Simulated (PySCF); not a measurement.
Q: Give a PBE0-D3(BJ)/def2-SVP geometry of `C[Si+](C)CC(F)(F)C(F)(F)F`. (Charge +1.)

A: 
```
atom  x, y, z in Å
C1    -1.753   -1.653    0.124
Si2   -0.827   -0.089   -0.101
C3    -1.442    1.188   -1.258
C4     0.312    0.458    1.289
C5     1.668    0.731    0.674
F6     2.640    0.859    1.571
F7     1.623    1.836   -0.091
C8     2.058   -0.431   -0.274
F9     2.308   -1.540    0.340
F10    0.788   -0.695   -1.014
F11    2.919   -0.157   -1.181
H12   -2.657   -1.442    0.722
H13   -1.165   -2.415    0.657
H14   -2.088   -2.059   -0.843
H15   -0.682    1.958   -1.456
H16   -2.318    1.682   -0.801
H17   -1.774    0.741   -2.208
H18    0.410   -0.336    2.047
H19   -0.029    1.374    1.796
```

Orientation and origin are arbitrary. Atoms count from 1 in this order. Si2 and F10 aren't drawn bonded (4 bonds apart) but lie 1.95 Å from each other; Cordero's covalent radii sum to 1.68 Å. Si2 (silicon bonded to 3 C) has angles 120.2°, 118.0° and 117.7°, sum 355.9°, 0.22 Å off the plane of its three neighbours. Of the pairs four or more bonds apart, those above aside, C3···F10 is among the closest relative to their van der Waals radii: 2.93 Å, 92 % of the sum of Bondi's values. The C–Si distances run from 1.830 Å (Si2–C3, drawn single) to 1.878 Å (Si2–C4, drawn single), a spread of 0.048 Å.

Bonds between heavy atoms (Å): C1–Si2 1.831, Si2–C3 1.830, Si2–C4 1.878, C4–C5 1.513, C5–F6 1.329, C5–F7 1.345, C5–C8 1.550, C8–F9 1.292, C8–F10 1.494, C8–F11 1.281.

Computed, not measured: PySCF, PBE0-D3(BJ)/def2-SVP geometry optimisation, gas phase.

Point group: C1 (no symmetry element, even within 0.4 Å). No frequency check. Torsions: C1–Si2–C4–C5 128°, Si2–C4–C5–F6 -167°.

Rough CPU time on one thread of a shared machine: about 17 min. This is the geometry optimisation.

One conformer stands for the species.
